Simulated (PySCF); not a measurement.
phosphorus nitride (NP), SMILES N#P.

The structure is a stationary point at B3LYP-D3(BJ)/def2-TZVPD.

Computed with PySCF 2.14.0 with TDDFT-PBE0/def2-TZVPD.

Vertical excitations; the highest root listed may be one member of a degenerate set.  State labels are in the subgroup C2v.

Computed UV-visible absorptions:
| state | symmetry | energy (eV) | λ (nm) | f | main pairs |
|---|---|---|---|---|---|
| S1 | A2 | 4.76 | 261 | 0.000 | HOMO−1→LUMO 50 %, HOMO−2→LUMO+1 50 % |
| S2 | B2 | 5.04 | 246 | 0.003 | HOMO→LUMO+1 (degenerate set) |
| S3 | B1 | 5.04 | 246 | 0.003 | HOMO→LUMO (degenerate set) |
| S4 | A1 | 5.17 | 240 | 0.000 | HOMO−1→LUMO+1, HOMO−2→LUMO (degenerate set) |
| S5 | A2 | 5.17 | 240 | 0.000 | HOMO−2→LUMO+1, HOMO−1→LUMO (degenerate set) |
| S6 | A1 | 7.75 | 160 | 0.066 | HOMO→LUMO+2 34 %, HOMO−2→LUMO 30 %, HOMO−1→LUMO+1 30 % |
| S7 | B2 | 8.75 | 142 | 0.067 | HOMO−1→LUMO+2 (degenerate set) |
| S8 | B1 | 8.75 | 142 | 0.067 | HOMO−2→LUMO+2 (degenerate set) |
| S9 | A1 | 9.15 | 136 | 0.084 | HOMO→LUMO+3 48 %, HOMO→LUMO+2 41 % |
| S10 | B1 | 9.39 | 132 | 0.062 | HOMO−2→LUMO+3 99 % |
| T1 | A1 | 3.49 | 356 | 0 | HOMO−2→LUMO 49 %, HOMO−1→LUMO+1 49 % |
| T2 | B1 | 3.90 | 318 | 0 | HOMO→LUMO (degenerate set) |
| T3 | B2 | 3.90 | 318 | 0 | HOMO→LUMO+1 (degenerate set) |
| T4 | A2 | 3.97 | 312 | 0 | HOMO−1→LUMO 49 %, HOMO−2→LUMO+1 49 % |
Triplets are in the Tamm–Dancoff approximation, which puts them higher than full response would, so one can lie above its singlet here.
